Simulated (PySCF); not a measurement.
Gas-phase reaction: ZrCl₂(OH)₂ + H + Cl = ZrCl₃OH + H₂O

Method: PySCF energies (xtb for GFN2) plus ideal-gas RRHO corrections (1 bar). † marks an energy on the PBE0/def2-TZVP geometry and frequencies; other levels use their own. Open shells (unrestricted): H (multiplicity 2), Cl (multiplicity 2, electronic degeneracy 6); the rest are closed-shell singlets. GFN2 has no spin-polarisation term. Spin-orbit splitting is ignored; it lowers the true energy and changes the entropy of Cl. B3LYP is the form with VWN-RPA correlation. Zr: scalar-relativistic def2 core potential, no spin-orbit coupling. ZrCl₂(OH)₂, ZrCl₃OH: computed as isolated molecules; such fragments, hydroxides, amides, oligomers or adducts are transient or little studied in the gas. The harmonic model lacks anharmonicity and excited electronic states, which grow with temperature; levels with a mode under 35 cm⁻¹ are left out. Soft modes under 120 cm⁻¹ make the harmonic entropy rough for ZrCl₂(OH)₂, ZrCl₃OH.

| level | ΔE electronic, kJ | ΔH°(298 K), kJ | ΔS°(298 K), J/K | ΔG°(1800 K), kJ |
|---|---|---|---|---|
| B3LYP/def2-TZVP† | -457 | -434 | -103 | -216 |
| GFN2-xTB | -530 | -507 | -115 | -264 |
| HF/def2-TZVP† | -342 | -319 | -103 | -100 |
| PBE/def2-SVP | -447 | -426 | -99 | -214 |
| PBE/def2-TZVP† | -468 | -445 | -103 | -226 |
| PBE0/def2-QZVP† | -470 | -447 | -103 | -228 |
| PBE0/def2-TZVP | -463 | -440 | -103 | -221 |
| r2SCAN/def2-TZVP† | -467 | -444 | -103 | -225 |
| LDA/def2-TZVP† | -521 | -498 | -103 | -279 |
| ωB97M-V/def2-TZVP† | -467 | -444 | -103 | -225 |
| ωB97X-V/def2-TZVP† | -460 | -437 | -103 | -218 |
ΔH° is lowest at GFN2-xTB and highest at HF/def2-TZVP†. No reference value is set beside these.
